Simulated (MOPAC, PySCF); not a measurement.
Species: GaCl$_{2}$, net charge 1, singlet state. SMILES of the parent species: [Cl][Ga][Cl]
Geometry from a B3LYP-D3(BJ)/def2-TZVP (Ansatz) optimisation:
```
Ga
Cl 1 2.0381
Cl 1 2.0381 2 180.00
```
Charge +1, spin multiplicity 1.

Unscaled harmonic wavenumbers (cm⁻¹) in rising order, each level at the stationary point that it reaches from this structure (no distance between atoms moves by over 0.3 Å); the order of modes can differ between levels, and a negative number is imaginary. B3LYP-D3(BJ)/def2-TZVP (PySCF, at the structure above): 109, 109, 408, 591.

PM6 (MOPAC): 111, 111, 436, 613. Zero-point energy 1.8 against 1.7 kcal/mol; where all levels lie over 400 cm⁻¹, the wavenumbers are on average 1.054 times those of B3LYP-D3(BJ)/def2-TZVP.

PM7 (MOPAC): 101, 101, 402, 591. Zero-point energy 1.7 against 1.7 kcal/mol; where all levels lie over 400 cm⁻¹, the wavenumbers are on average 0.993 times those of B3LYP-D3(BJ)/def2-TZVP.
